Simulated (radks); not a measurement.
The tantalum anion Ta- inside a hard spherical wall (all orbitals vanish at R), configuration held at [Xe] 4f14 5d4 6s2 and not refilled when levels cross. Calculated with a radial shooting solver on a logarithmic mesh with Libxc functionals: scalar-relativistic Kohn-Sham, PBE, spin-polarised, spherical densities, finite nucleus; open shells are filled with parallel spins first (spin-orbit coupling, left out, can overturn this in heavy ions); Fermi nuclear charge, rms radius 5.3507 fm. Eigenvalues in eV for spin up, with the zero of energy where the potential of the charges vanishes at infinity; a dash marks a level that is unbound or too diffuse for the functional's potential to be trusted. A positive occupied level is held by the wall or, in an anion where self-interaction has pushed it up, behind a barrier. The pressure on the wall is -dE/dV.

| R (bohr) | E (hartree) | kinetic (hartree) | e(5p) | e(4f) | e(6s) | e(5d) | e(7s, empty) | e(6p, empty) | pressure (GPa) |
|---|---|---|---|---|---|---|---|---|---|
| 20 | -15602.3650 | 17136.789 | -33.174 | -17.768 | -0.647 | 1.745 | - | - | 0.000602 |
| 15 | -15602.3641 | 17136.790 | -32.993 | -17.584 | -0.519 | 1.901 | 2.844 | 2.425 | 0.00364 |
| 10 | -15602.3561 | 17136.825 | -32.396 | -16.983 | -0.092 | 2.429 | 5.584 | 3.299 | 0.119 |
| 8 | -15602.3333 | 17136.930 | -31.477 | -16.050 | 0.581 | 3.228 | 9.169 | 4.430 | 0.814 |
| 5 | -15601.9942 | 17138.208 | -25.653 | -9.905 | 6.042 | 8.440 | 31.965 | 12.571 | 33.2 |
| 4 | -15601.3297 | 17140.425 | -20.002 | -3.585 | 14.025 | 14.281 | 60.093 | 23.849 | 168 |
| 3.5 | -15600.5036 | 17143.171 | -15.369 | 1.827 | 22.778 | 19.711 | 87.798 | 35.757 | 442 |
| 3 | -15598.7320 | 17149.211 | -8.045 | 10.542 | 39.690 | 29.013 | 136.00 | 57.700 | 1360 |
| 2 | -15581.3976 | 17207.251 | 37.213 | 58.695 | 165.71 | 88.707 | 426.97 | 204.60 | 26200 |
| 1.5 | -15532.4836 | 17358.289 | 135.20 | 136.86 | 428.23 | 210.86 | 945.93 | 489.56 | 198000 |
